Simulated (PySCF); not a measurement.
C2Ti, SMILES [C]1[Ti][C]1 (connectivity only; charge and spin as stated), neutral, multiplicity 3.

The structure is a stationary point at B3LYP-D3(BJ)/def2-TZVP. The multiplicity is an assumed one; other spin states were not compared.

Level of theory: TDA-LC-ωPBE/def2-TZVPD (PySCF).

Vertical excitations. Isolated molecule, no solvent.

### Question
Give excitation energies, oscillator strengths and character. (Estimate from the structure and the level; the computed values follow.)

### Answer

```
state    energy (eV)  λ (nm)      f                                                                                        main pairs
-------  -----------  ------  -----  ------------------------------------------------------------------------------------------------
root 1          0.25    4974  0.000                                           α HOMO→LUMO+2 48 %, α HOMO→LUMO 25 %, α HOMO→LUMO+4 8 %
root 2          0.34    3687  0.000                                    α HOMO−1→LUMO+2 53 %, α HOMO−1→LUMO+4 25 %, α HOMO−1→LUMO 13 %
root 3          0.63    1953  0.000                                                            α HOMO→LUMO+1 54 %, α HOMO→LUMO+6 36 %
root 4          0.80    1548  0.001                   α HOMO→LUMO+4 46 %, α HOMO→LUMO 27 %, α HOMO−1→LUMO+1 10 %, α HOMO−1→LUMO+6 7 %
root 5          1.06    1165  0.001                  α HOMO→LUMO+4 30 %, α HOMO−1→LUMO+1 20 %, α HOMO−1→LUMO+6 14 %, α HOMO→LUMO 13 %
root 6          1.22    1014  0.008                  α HOMO→LUMO+2 27 %, α HOMO→LUMO 23 %, α HOMO−1→LUMO+1 21 %, α HOMO−1→LUMO+6 14 %
root 7          1.30     957  0.000                                                          α HOMO−1→LUMO 52 %, α HOMO−1→LUMO+4 38 %
root 8          1.78     696  0.001              α HOMO−1→LUMO+2 27 %, α HOMO−1→LUMO 23 %, α HOMO−1→LUMO+4 20 %, α HOMO−1→LUMO+5 19 %
root 9          2.98     415  0.013                     α HOMO−2→LUMO 40 %, α HOMO−2→LUMO+2 25 %, β HOMO→LUMO 10 %, β HOMO→LUMO+3 7 %
root 10         3.49     356  0.016  α HOMO→LUMO+3 37 %, α HOMO→LUMO+7 16 %, α HOMO−2→LUMO+2 10 %, α HOMO−2→LUMO 7 %, β HOMO→LUMO 8 %
```
Unrestricted roots are not spin-pure.
